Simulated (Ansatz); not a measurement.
AlH$_{5}$O$_{2}$Si (`O[SiH](O)[AlH2]`). Charge 0, multiplicity 1. All single points use the PBE0-D4/def2-TZVP geometry. It is one conformer, not always the lowest.

```xyz
9

O    -0.078    1.955    0.001
Si    0.499    0.481    0.491
O     1.942    0.084   -0.218
Al   -1.185   -1.287    0.056
H    -0.480    2.017   -0.866
H     0.854    0.698    1.913
H     1.931   -0.218   -1.127
H    -1.614   -1.580   -1.454
H    -1.867   -2.151    1.203
```

Task: What is the dipole moment at r2SCAN/def2-TZVPP? (Estimate.)

Result: Computed: 2.31 D, with components (-0.73, -0.55, -2.12) D in this frame, pointing from negative to positive charge.

Task: And with PBE, B3LYP, ωB97M-V? (Estimate.)

Result: Computed: PBE 2.22 D, B3LYP 2.33 D, ωB97M-V 2.37 D.

Task: Give the Mulliken charges with r2SCAN, ωB97M-V, PBE in def2-TZVPP. (Best estimate.)

Result: The calculation gave: 
```json
{"atom": "O1", "r2SCAN": "-0.39", "ωB97M-V": "-0.36", "PBE": "-0.33"}
{"atom": "Si2", "r2SCAN": "0.42", "ωB97M-V": "0.37", "PBE": "0.36"}
{"atom": "O3", "r2SCAN": "-0.39", "ωB97M-V": "-0.36", "PBE": "-0.33"}
{"atom": "Al4", "r2SCAN": "0.40", "ωB97M-V": "0.28", "PBE": "0.25"}
{"atom": "H5", "r2SCAN": "0.20", "ωB97M-V": "0.17", "PBE": "0.18"}
{"atom": "H6", "r2SCAN": "-0.10", "ωB97M-V": "-0.04", "PBE": "-0.08"}
{"atom": "H7", "r2SCAN": "0.20", "ωB97M-V": "0.17", "PBE": "0.18"}
{"atom": "H8", "r2SCAN": "-0.17", "ωB97M-V": "-0.12", "PBE": "-0.12"}
{"atom": "H9", "r2SCAN": "-0.17", "ωB97M-V": "-0.11", "PBE": "-0.11"}
```

B3LYP here is the variant with VWN-RPA as its local correlation; programs differ in this.
